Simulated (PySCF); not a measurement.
Computed properties of C2H4BNO2, SMILES COBN=C=O

C₂H₄BNO₂, SMILES COBN=C=O. The structure is a stationary point at B3LYP-D3(BJ)/def2-SVP. The structure was generated by enumeration, and PubChem lists no compound with its InChIKey, so it may never have been made. One conformer was computed; it need not be the lowest. All values are computed for the isolated molecule unless a solvent is named; none is compared with measurement here.

**Structure.** The optimised structure has Cs symmetry. All 24 harmonic modes at B3LYP-D3(BJ)/def2-SVP (PySCF) are real, so it is a minimum. With heavy atoms numbered as in [BH:1]([N:3]=[C:4]=[O:5])[O:6][CH3:7], the shortest bond between them is C4–O5 at 1.172 Å and the longest B1–N3 at 1.424 Å.

**Vibrations.** The strongest infrared lines (harmonic, unscaled, degenerate partners summed) lie at 2474 cm⁻¹ (1687 km/mol, C 68 %, N 22 %, O 10 %), 1387 cm⁻¹ (630 km/mol, O 32 %, B 31 %, H 23 %, C 12 %), 1626 cm⁻¹ (217 km/mol, N 46 %, O 29 %, B 19 %). The softest mode is at 38 cm⁻¹ and the zero-point energy is 43.6 kcal/mol.

**Electronic structure.** B3LYP/def2-TZVP (PySCF) places the frontier levels at -8.26 and -0.96 eV, a gap of 7.30 eV, and gives a dipole moment of 3.37 D and a mean polarisability of 53.2 bohr³. PBE/def2-TZVP (PySCF) at the same geometry gives -7.08 and -1.69 eV, so its gap is 1.91 eV narrower. An orbital gap is neither the optical nor the fundamental gap.

**Excitations.** TDDFT-CAM-B3LYP/def2-SVPD (PySCF) has S1 at 6.03 eV (206 nm, f = 0.002, weak); the most intense of the 10 singlets computed lies at 8.40 eV (f = 0.29). T1 (TDA) is at 5.79 eV. TDDFT-PBE/def2-SVPD (PySCF) puts S1 at 5.44 eV. No vertical singlet excitation falls in the visible range (under 3.1 eV).

**NMR.** GIAO shifts at B3LYP/pcSseg-1 (PySCF) (non-relativistic, atoms alike by connectivity averaged): ¹³C from 62.2 to 127.2 ppm against TMS; ¹H from 4.2 to 4.6 ppm against TMS; ¹¹B at 12.2 ppm against BF3.
